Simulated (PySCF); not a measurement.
PySCF input file for C2H6Mg, SMILES [CH3][Mg][CH3], KT2/pcSseg-2. Geometry: TPSSh-D3(BJ)/def2-TZVP. The isomer is the one that the SMILES or the coordinates give; other isomers of the formula were not compared.

```python
import numpy as np
from pyscf import gto, scf, dft
from pyscf.prop.nmr import rks as nmr

mol = gto.M(
    atom='''
    Mg    0.00000000    0.00000000   -0.00000000
    C     0.00000000   -0.00000000   -2.09872633
    H     0.81440567    0.60743853   -2.51162863
    H    -0.93326003    0.40157674   -2.51162862
    H     0.11885436   -1.00901527   -2.51162863
    C    -0.00000000    0.00000000    2.09872633
    H     0.81440567   -0.60743853    2.51162863
    H    -0.93326003   -0.40157674    2.51162863
    H     0.11885435    1.00901527    2.51162863
    ''',
    basis='pcSseg-2',
    charge=0,
    spin=0,
    max_memory=1600,
    verbose=3,
)
mf = dft.RKS(mol, xc='kt2').density_fit(auxbasis='def2-universal-jkfit')
mf.grids.level = 3
mf.conv_tol = 1e-10
mf.max_cycle = 100
mf.kernel()
n = nmr.NMR(mf)
n.verbose = 2
n.max_cycle_cphf = 60
sigma = n.kernel()
print('atom   isotropic/ppm   span/ppm')
for i, s in enumerate(sigma):
    w = np.linalg.eigvalsh((s + s.T) / 2)
    print(f'{mol.atom_symbol(i):2s}{i + 1:3d} {w.mean():14.3f} {w[2] - w[0]:11.3f}')
```

Program output:

```
converged SCF energy = -283.291343023774
atom   isotropic/ppm   span/ppm
Mg  1        402.595     459.760
C   2        202.236       2.281
H   3         32.356      11.133
H   4         32.357      11.133
H   5         32.357      11.133
C   6        202.236       2.281
H   7         32.356      11.133
H   8         32.357      11.133
H   9         32.357      11.133
```

The run converged.

Cost: roughly 40 core-seconds.
